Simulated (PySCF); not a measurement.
**Electronic structure of Pd⁻ (palladium, charge -1) at the CAM-B3LYP level**

Configuration: [Kr] 4d10 5s1, 2S determinant. Calculation: PySCF 2.14, in aug-cc-pwCVDZ-PP with ECP28MDF (6s6p5d3f, 70 functions); scalar relativity through the core potential.

- Total energy: -127.4266 hartree
- One-electron energy: -230.8390 hartree
- Hartree (Coulomb) energy: 116.2877 hartree
- Exchange-correlation energy: -12.8753 hartree
- ⟨S²⟩: 0.7504
- ⟨L²⟩: 0.000
- Sum of ⟨r⟩: 29.46 bohr
- Sum of ⟨r²⟩: 72.97 bohr²

```json
{"shell": "4s α", "electrons": "1", "mean orbital energy (hartree)": "-3.17645", "rms radius, mean of both spins (bohr)": "1.02"}
{"shell": "4s β", "electrons": "1", "mean orbital energy (hartree)": "-3.17630", "rms radius, mean of both spins (bohr)": "1.02"}
{"shell": "4p β", "electrons": "3", "mean orbital energy (hartree)": "-1.87626", "rms radius, mean of both spins (bohr)": "1.13"}
{"shell": "4p α", "electrons": "3", "mean orbital energy (hartree)": "-1.87607", "rms radius, mean of both spins (bohr)": "1.13"}
{"shell": "4d α", "electrons": "5", "mean orbital energy (hartree)": "-0.04133", "rms radius, mean of both spins (bohr)": "1.87"}
{"shell": "4d β", "electrons": "5", "mean orbital energy (hartree)": "-0.03854", "rms radius, mean of both spins (bohr)": "1.87"}
{"shell": "5s α", "electrons": "1", "mean orbital energy (hartree)": "0.00714", "rms radius, mean of both spins (bohr)": "5.32"}
```

Energies and moments cover only the electrons outside the core potential. At CAM-B3LYP the highest occupied level has a positive energy, so only the finite basis holds that electron.
